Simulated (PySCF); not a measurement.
## Atomic charges by several schemes

Species: SiHBr3.
Structure used (PBE0-D3(BJ)/def2-SVP), in Å, numbered top down from 1:
```xyz
5
Br3HSi angstrom
Si    -0.002   -0.001    0.141
H     -0.005   -0.017    1.621
Br     2.085    0.009   -0.577
Br    -1.044    1.811   -0.571
Br    -1.034   -1.802   -0.614
```

Density: PBE0/pcSseg-1 (PySCF); schemes: Mulliken, IAO, Hirshfeld and ESP-fitted. Isolated species at its PBE0-D3(BJ)/def2-SVP geometry, gas phase. The calculation is non-relativistic, for bromine too.

Give the atomic charges in each scheme.

In e:

```json
{"atom": "Si1", "environment": "silicon bonded to 3 Br and H", "Mulliken": "+0.925", "IAO": "+0.723", "Hirshfeld": "+0.290", "ESP-fitted": "-0.231"}
{"atom": "H2", "environment": "hydrogen on Si1", "Mulliken": "-0.028", "IAO": "-0.096", "Hirshfeld": "-0.053", "ESP-fitted": "+0.161"}
{"atom": "Br3", "environment": "bromine bonded to Si", "Mulliken": "-0.299", "IAO": "-0.209", "Hirshfeld": "-0.079", "ESP-fitted": "+0.022"}
{"atom": "Br4", "environment": "bromine bonded to Si", "Mulliken": "-0.299", "IAO": "-0.209", "Hirshfeld": "-0.079", "ESP-fitted": "+0.024"}
{"atom": "Br5", "environment": "bromine bonded to Si", "Mulliken": "-0.299", "IAO": "-0.209", "Hirshfeld": "-0.079", "ESP-fitted": "+0.023"}
```

Mean size of the charges over all atoms: Mulliken 0.370 e, IAO 0.289 e, Hirshfeld 0.116 e, ESP-fitted 0.092 e. Each set sums to the total charge, 0, to within 0.001 e. The IAO scheme projects the occupied orbitals on a minimal set of polarised atomic orbitals and counts the electrons in each atom's part of it.

Lowest charge. The schemes don't all agree: Mulliken Br3, Br4 and Br5 (-0.299); IAO Br3, Br4 and Br5 (-0.209); Hirshfeld Br3, Br4 and Br5 (-0.079); ESP-fitted Si1 (-0.231).

Highest charge. The schemes don't all agree: Mulliken Si1 (+0.925); IAO Si1 (+0.723); Hirshfeld Si1 (+0.290); ESP-fitted H2 (+0.161).

Sum the charges by element, for elements with more than one atom.

```tsv
element	atoms	Mulliken	IAO	Hirshfeld	ESP-fitted
Br	3	-0.897	-0.627	-0.237	+0.069
```

How many electrons does the Hirshfeld scheme count on Br4?

Z − q = 35 − (-0.079) = 35.079.

These values come from a run that also computed NMR shieldings. Hardware: an x86-64 server with one thread (shared host). Cost: 14 s.
